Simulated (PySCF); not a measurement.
C2H6Cl4Si2.
Geometry (PBE0-D3(BJ)/def2-SVP, Å), atoms numbered from 1 in this order:
```xyz
14
C2H6Cl4Si2 angstrom
C      2.4625   -0.1575    0.7111
Si     1.0548    0.1049   -0.4672
Cl     1.1470   -1.2746   -2.0142
Cl     1.1477    2.0099   -1.2821
Si    -1.0606   -0.1087    0.4702
C     -2.4622    0.1555   -0.7150
Cl    -1.1554    1.2716    2.0157
Cl    -1.1612   -2.0131    1.2862
H      2.3851    0.5614    1.5408
H      3.4291   -0.0210    0.2038
H      2.4109   -1.1784    1.1194
H     -2.3906   -0.5757   -1.5347
H     -2.3975    1.1699   -1.1375
H     -3.4326    0.0367   -0.2105
```

Theory: core-valence-separated Tamm–Dancoff BHandHLYP/aug-pcX-1 (pcseg-1 on H, def2-SVPD on Si, def2-SVPD on Cl) in PySCF, non-relativistic, gas phase, PBE0-D3(BJ)/def2-SVP geometry. BHandHLYP without relativity tends to put these K edges a few eV too low, so spacings mean more than positions.

The lowest roots of each edge with f over 0.003 (five at most, numbered afresh; weaker and dark ones are left out), with transition dipoles (au) in the frame of the coordinates:

```
root  edge  E (eV)       μx       μy       μz
   1     C  286.05  -0.0695   0.0100  -0.0427
   2     C  286.05   0.0554  -0.0085   0.0334
   3     C  286.37   0.0023   0.0954   0.0200
```

**Question.** What are the oscillator strengths?

**Answer.** f = (2/3) ΔE |μ|², with ΔE in hartree (27.2114 eV):

```tsv
root	ΔE (Eh)	|μ|² (au)	f	core hole on
1	10.5122	0.006754	0.047	C1/C6
2	10.5123	0.004257	0.030	C1/C6
3	10.5239	0.009506	0.067	C1/C6
```

**Question.** Molecules are fixed in this frame and the field points along (1, 0, −1)/√2. What effective strengths 3 f cos²θ do the roots have (θ between field and μ)?

**Answer.** root 1 (C1/C6): 0.008, root 2 (C1/C6): 0.005, root 3 (C1/C6): 0.003. Root 1 is the strongest. Averaged over all orientations cos²θ is 1/3, which gives f back. For degenerate partners only the sum has meaning, as the program may mix them freely.

One conformer stands for the species.
